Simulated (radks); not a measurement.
Results of a calculation; reference values are marked as such.
Fe18+, configuration [He] 2s2 2p3 5s1 (not the ground configuration). Level of theory: Dirac Kohn-Sham, PBEsol, spin-unpolarised, spherical densities, finite nucleus; open shells are shared between the two j in proportion to 2j + 1; Fermi nuclear charge, rms radius 3.7377 fm (a radial shooting solver on a logarithmic mesh with Libxc functionals).

Normalised radial functions P(r) = r R(r) (large component), r in bohr:

r          1s1/2   2p1/2
0.0022    0.5700  0.0043
0.00282   0.7155  0.0065
0.003642  0.9005  0.0100
0.004668  1.1186  0.0154
0.006029  1.3883  0.0240
0.007788  1.7053  0.0377
0.009981  2.0552  0.0584
0.01289   2.4504  0.0914
0.01652   2.8457  0.1403
0.02134   3.2303  0.2161
0.02735   3.5294  0.3239
0.03533   3.6959  0.4824
0.04527   3.6535  0.6918
0.05848   3.3517  0.9704
0.07554   2.7914  1.3021
0.0968    2.0779  1.6404
0.125     1.3112  1.9401
0.1602    0.6925  2.0928
0.207     0.2777  2.0187
0.2652    0.0836  1.6938
0.3426    0.0159  1.1744
0.4391    0.0019  0.6556
0.5672    0.0001  0.2657
0.7326    0.0000  0.0725
0.9388    0.0000  0.0128
1.213     0.0000  0.0011
1.554     0.0000  0.0000
2.007     0.0000  0.0000
2.572     0.0000  0.0000
3.323     0.0000  0.0000
4.258     0.0000  0.0000
5.501     0.0000  0.0000

1s1/2: eigenvalue -7924.4 eV, 0 radial nodes, <r> = 0.0583 bohr, 90 % of the charge inside 0.104 bohr. 2p1/2: eigenvalue -1510.4 eV, 0 radial nodes, <r> = 0.216 bohr, 90 % of the charge inside 0.351 bohr.
